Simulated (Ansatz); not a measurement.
Basis-set series for FH2In (`[F][InH2]`). The species carries charge 0 and has multiplicity 1. In takes the def2 core potential. The geometry is a stationary point of PBE0-D4/def2-TZVP.

```json
{"functional": "PBE0-D4", "basis": "def2-SVP", "functions": "50", "energy (Eh)": "-290.99168", "HOMO (eV)": "-8.55", "LUMO (eV)": "-1.72"}
{"functional": "PBE0-D4", "basis": "def2-QZVPP", "functions": "199", "energy (Eh)": "-291.14088", "HOMO (eV)": "-8.77", "LUMO (eV)": "-1.86"}
{"functional": "ωB97M-V", "basis": "def2-SVP", "functions": "50", "energy (Eh)": "-291.00120", "HOMO (eV)": "-10.75", "LUMO (eV)": "-0.12"}
{"functional": "ωB97M-V", "basis": "def2-QZVPP", "functions": "199", "energy (Eh)": "-291.15492", "HOMO (eV)": "-11.00", "LUMO (eV)": "-0.41"}
```

Give the rows for def2-TZVPP. (Estimate.)

Computed: 
```csv
functional,basis,functions,energy (Eh),HOMO (eV),LUMO (eV)
PBE0-D4,def2-TZVPP,109,-291.13265,-8.74,-1.83
ωB97M-V,def2-TZVPP,109,-291.14682,-10.97,-0.36
```
